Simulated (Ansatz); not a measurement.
A nudged elastic band was laid between two geometries of BFH3N + ClH (8 atoms, charge 0, multiplicity 1).

Level of theory: RKS PBE0/6-31G* in Ansatz 0.2.0.

```yaml
movable_images: 5
climbing_image: yes
spring: 5.0 eV/Å²
optimiser: quadratic models (default)
start_path: through a guess of the saddle point
force_threshold: 0.05 eV/Å
iteration_limit: 60
end_points: relaxed
```

First end point:

```xyz
8
Properties=species:S:1:pos:R:3
B 0.055 -0.199 -0.365
F -0.011 0.034 0.968
N 1.302 -0.321 -0.963
H 2.170 -0.241 -0.453
H 1.412 -0.492 -1.950
H -0.966 -0.289 -0.979
Cl 0.104 2.897 2.412
H -0.005 1.725 1.882
```

Last end point:

```xyz
8
Properties=species:S:1:pos:R:3
B 0.128 0.590 -0.462
F -0.051 -0.138 2.319
N 1.289 0.025 -0.951
H 1.298 -0.898 -1.359
H 2.198 0.458 -0.873
H -0.938 0.070 -0.552
Cl 0.213 2.225 0.278
H -0.076 0.782 2.151
```

Question: Which bonds break or form, and what moves?

Answer: Bonds broken: B1–F2, Cl7–H8. Bonds formed: B1–Cl7, F2–H8. BFH3N + ClH becomes BClH3N + FH.

Question: What energy profile does the band end with?

Answer: The run converged. The highest image is number 4 of 0 to 6, 161.8 kJ/mol above the first end and 97.6 kJ/mol above the last; the last end lies 64.2 kJ/mol above the first. Neighbouring images differ by up to 1.4 eV, so the band resolves the path poorly. A vibrational analysis at the climbing image gives one clearly imaginary mode, 499i cm⁻¹: a first-order saddle point. The orbitals stay closed-shell, which can raise the energy where a bond breaks towards radicals; this wasn't checked here.

```csv
image,path coordinate (Å),energy (kJ/mol),B1–F2 (Å),Cl7–H8 (Å),B1–Cl7 (Å)
0,0.00,0.0,1.35,1.29,4.16
1,0.89,2.1,1.36,1.29,3.67
2,1.78,14.9,1.36,1.29,3.04
3,2.67,150.6,1.54,1.57,2.22
4,3.56,161.8,2.09,2.43,1.84
5,4.61,96.2,2.47,2.66,1.80
6,5.66,64.2,2.88,2.38,1.80
```

Question: What is the geometry of the highest image?

Answer: 
```xyz
8
Properties=species:S:1:pos:R:3
B 0.055 0.577 -0.313
F 0.070 -0.359 1.551
N 1.177 -0.138 -0.880
H 1.830 -0.461 -0.173
H 1.708 0.445 -1.522
H -1.090 0.333 -0.538
Cl 0.273 2.261 0.405
H 0.038 0.457 2.021
```

Run time: 2.6 min on 1 thread of Intel(R) Xeon(R) 6975P-C (Granite Rapids) (shared host), peak memory 0.15 GiB.
